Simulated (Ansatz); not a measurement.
`[CH3][Ge][OH]` + CH₃SH → `C[S][Ge][OH]` + CH₄  (ligand exchange at a Ge–C bond)

Gas-phase electronic energies from Ansatz, PBE0-D4/def2-TZVP geometries. CCSD(T)/CBS is the MP2 limit (def2-TZVPP, def2-QZVPP) plus CCSD(T) − MP2 in def2-TZVPP, frozen cores. This one scheme is used for every species. Functionals use def2-TZVPP. For Ge outer-core shells are correlated without core-valence functions, which leaves a few kJ/mol of doubt a bond. Scalar relativity is left out up to krypton. One conformer a species, not always the lowest.

`[CH3][Ge][OH]`:

```xyz
7

C     0.326   -0.702   -0.400
Ge    0.885    0.573    1.040
O    -0.578    1.606    1.019
H    -0.610   -1.196   -0.116
H     1.078   -1.470   -0.591
H     0.145   -0.154   -1.332
H    -1.246    1.344    0.379
```

CH₃SH:

Cartesian coordinates in Å:
```
C 0.022 0.034 0.490
S -0.799 -0.209 -1.101
H 0.776 -0.731 0.672
H -0.754 -0.056 1.249
H 0.466 1.026 0.563
H 0.289 -0.064 -1.873
```

`C[S][Ge][OH]`:

```xyz
8

C    -0.400   -1.457   -0.459
S    -0.698    0.121    0.385
Ge    1.224    1.179   -0.056
O     0.881    2.714    0.790
H    -0.457   -2.267    0.267
H    -1.161   -1.603   -1.223
H     0.585   -1.471   -0.931
H     0.027    2.783    1.227
```

CH₄:

```xyz
5

C     0.000    0.000    0.000
H     0.921    0.483    0.327
H    -0.854    0.504    0.452
H     0.009   -1.046    0.307
H    -0.076    0.059   -1.085
```

Task: Is it downhill or uphill in electronic energy at CCSD(T)/CBS, and by how much? (Best estimate.)

Result: Ansatz gave: Downhill: ΔE = -1.30 eV.

Task: What do these levels give: PBE0-D4, PBE, r2SCAN, MP2/def2-TZVPP, CCSD(T)/def2-TZVPP, CCSD(T)/def2-QZVPP? (Estimate.)

Result: Ansatz gave: PBE0-D4 -1.36, PBE -1.37, r2SCAN -1.40, MP2/def2-TZVPP -1.33, CCSD(T)/def2-TZVPP -1.26, CCSD(T)/def2-QZVPP -1.28 eV.

Largest T1 diagnostic among the species: 0.014.

The D4 term adds −0.05 eV with B3LYP and −0.03 eV with PBE0; it sums over pairs of atoms, weighted by their polarisabilities, and B3LYP, whose exchange is more repulsive, gets the larger term. From PBE to PBE0 (25 % exact exchange), in def2-TZVPP and without D4, ΔE moves by +0.04 eV.

B3LYP here is the variant with VWN-RPA as its local correlation; programs differ in this.
